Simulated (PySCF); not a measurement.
**Radial density of S³⁺ (sulfur, charge +3)**

UHF, [Ne] 3s2 3p1, 2P determinant. All numbers are calculated (PySCF 2.14, the non-relativistic Hamiltonian (point nucleus), in aug-cc-pwCVQZ).

```tsv
r (bohr)	4πr²ρ (e/bohr)	4πr²(ρα − ρβ)
0.00150	0.07227	0.0000
0.00253	0.1980	0.0000
0.00425	0.5299	0.0000
0.00715	1.367	0.0000
0.0120	3.310	0.0000
0.0202	7.211	0.0003
0.0340	13.18	0.0016
0.0572	18.06	0.0086
0.0962	16.21	0.0376
0.162	11.88	0.1139
0.272	16.23	0.1743
0.458	14.83	0.0376
0.770	4.228	0.1133
1.30	2.451	0.6918
2.18	0.9517	0.3611
3.67	0.03029	0.0167
6.17	1.882e-05	0.0000
```
